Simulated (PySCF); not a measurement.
Cl$_{2}$Si (SMILES Cl[Si]Cl), singlet, geometry from GFN2-xTB. Base run: PBE0/6-31G** (PySCF).

Input for PySCF:
```python
from pyscf import gto, scf, dft

mol = gto.Mole()
mol.atom = '''
    Si    0.000850    0.005274    0.923813
    Cl    1.016022    1.213194   -0.388268
    Cl   -1.016722   -1.217537   -0.372520
'''
mol.basis = '6-31g**'
mol.charge = 0
mol.spin = 0
mol.verbose = 4
mol.build()

mf = dft.RKS(mol)
mf.xc = 'pbe0'
mf.kernel()
mo_i, mo_e, stable_i, stable_e = mf.stability(internal=True, external=True, return_status=True, nroots=6, tol=1e-6)
print('internally stable:', stable_i, ' externally stable:', stable_e)
if not stable_e:
    umf = mf.to_uhf() if not hasattr(mf, 'xc') else mf.to_uks()
    umf.scf_summary = {}
    umf.kernel(umf.make_rdm1(mo_e, umf.mo_occ))
```

The bond that is stretched is that between atoms 3 and 1. A test that says stable can miss a lower solution.

Variants of this job, named by their change:

| change | ΔE vs base (kcal/mol) | <S^2> | E after following the instability (Eh) | <S^2> there | HOMO-LUMO gap (eV) | stability test says | outcome |
|---|---|---|---|---|---|---|---|
| base | 0.000 | 0.000 | - | - | 4.84 | stable | converged |
| bond × 1.25 | 19.88 | 0.000 | - | - | 4.34 | stable | converged |
| bond × 1.5 | 49.68 | 0.000 | - | - | 2.87 | stable | converged |
| bond × 1.8 | 76.0 | 0.000 | -1209.35028 | 0.00 | 1.79 | external instability | converged |
| bond × 2.2 | 96.2 | 0.000 | -1209.33227 | 0.63 | 1.20 | external instability | converged |
| bond × 3.0 | - | - | - | - | - | - | not converged |

Where a bond breaks into two radicals, a solution with restricted orbitals usually stops being the lowest and lies too high; an unrestricted one lies lower at the price of spin contamination, which <S^2> shows.
